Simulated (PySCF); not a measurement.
C5H6BrF.
Atom-mapped SMILES: `[F:1][CH2:2]/[CH:3]=[C:4]1\[CH2:5][C@H:6]1[Br:7]` (hydrogens: H8, H9 on C2; H10 on C3; H11, H12 on C5; H13 on C6)

Cartesian coordinates in Å at the PBE0-D3(BJ)/def2-SVP level; atoms count from 1:
```xyz
13
C5H6BrF angstrom
F      2.471    0.585   -1.640
C      2.871    0.472   -0.339
C      1.717    0.497    0.604
C      0.451    0.578    0.226
C     -0.546    0.614   -0.843
C     -0.948    0.608    0.620
Br    -1.767   -0.949    1.388
H      3.436   -0.473   -0.220
H      3.569    1.298   -0.105
H      1.960    0.430    1.671
H     -0.706    1.540   -1.408
H     -0.706   -0.303   -1.421
H     -1.375    1.517    1.054
```

Computed with core-valence-separated Tamm–Dancoff BHandHLYP/aug-pcX-1 (pcseg-1 on H, def2-SVPD on Br) in PySCF, non-relativistic, gas phase, PBE0-D3(BJ)/def2-SVP geometry. BHandHLYP without relativity tends to put these K edges a few eV too low, so spacings mean more than positions.

List the carbon K-edge absorption lines.

| E (eV) | f | core hole on | main final orbital | polarisation |
| --- | --- | --- | --- | --- |
| 282.88 | 0.0594 | C3 | LUMO (67 %) | normal to the local trigonal plane |
| 282.98 | 0.0537 | C4 | LUMO (69 %) | normal to the local trigonal plane |
| 284.54 | 0.0531 | C6 | LUMO (70 %) | – |
| 285.07 | 0.0074 | C5 | LUMO (90 %) | – |
| 286.15 | 0.0171 | C5 | LUMO+2 (42 %) | – |
| 286.16 | 0.0185 | C3 | LUMO+1 (61 %) | in the local trigonal plane |
| 286.67 | 0.0167 | C4 | spread | mixed |
| 286.68 | 0.0225 | C5 | LUMO+3 (32 %) | – |
| 286.90 | 0.0108 | C4 | LUMO+1 (66 %) | in the local trigonal plane |
| 287.04 | 0.0094 | C6 | LUMO+2 (47 %) | – |
| 287.08 | 0.0537 | C2 | spread | – |
| 287.27 | 0.0184 | C5 | LUMO+4 (31 %) | – |
| 287.34 | 0.0023 | C3 | spread | in the local trigonal plane |
| 287.46 | 0.0004 | C3 | LUMO+2 (56 %) | – |
| 287.56 | 0.0123 | C5 | spread | – |
| 287.57 | 0.0093 | C4 | spread | in the local trigonal plane |
| 287.57 | 0.0016 | C2 | LUMO (78 %) | – |
| 287.71 | 0.0051 | C3 | LUMO+4/LUMO+6 (2 roots, f summed) | mixed |
| 287.73 | 0.0027 | C5 | spread | – |
| 287.77 | 0.0049 | C4 | LUMO+2 (51 %) | mixed |
| 287.88 | 0.0057 | C4 | LUMO+3 (51 %) | mixed |

The first line with a tenth or more of the strongest one's intensity is at 282.88 eV (f = 0.059), with the hole on C3 (alkene CH carbon), polarised normal to the local trigonal plane: a 1s→π* resonance. It is also the strongest listed.

What does the F 1s absorption edge look like?

```json
{"E (eV)": "685.45", "f": "0.0267", "core hole on": "F1", "main final orbital": "spread"}
{"E (eV)": "686.25", "f": "0.0004", "core hole on": "F1", "main final orbital": "LUMO (91 %)"}
{"E (eV)": "686.57", "f": "0.0076", "core hole on": "F1", "main final orbital": "LUMO+1 (60 %)"}
{"E (eV)": "687.45", "f": "0.0057", "core hole on": "F1", "main final orbital": "LUMO+3 (47 %)"}
{"E (eV)": "687.49", "f": "0.0014", "core hole on": "F1", "main final orbital": "LUMO+2 (47 %)"}
{"E (eV)": "687.59", "f": "0.0012", "core hole on": "F1", "main final orbital": "spread"}
{"E (eV)": "687.95", "f": "0.0016", "core hole on": "F1", "main final orbital": "LUMO+5 (33 %)"}
```

The first line with a tenth or more of the strongest one's intensity is at 685.45 eV (f = 0.027), with the hole on F1 (alkyl fluorine). It is also the strongest listed.

Roots within 0.03 eV whose holes lie on the same, on equivalent or on shared atoms are summed into one line, and the highest roots are left out, as the search may have cut off their partners. Final orbitals are the ground state's empty Kohn–Sham orbitals. A dash: too weak, shared between unlike atoms, or no plane or axis to refer to.

What is the summed oscillator strength of the listed C K lines, and their intensity-weighted mean energy?

Σf = 0.385 over 21 lines from 282.88 to 287.88 eV; the weighted mean is 285.41 eV. The strongest line holds 15 % of the sum.

Only the lowest roots of each edge were sought. The BHandHLYP/aug-pcX-1 (pcseg-1 on H, def2-SVPD on Br) calculation is non-relativistic and has no spin–orbit coupling, an omission that weighs most on bromine.

One conformer stands for the species.
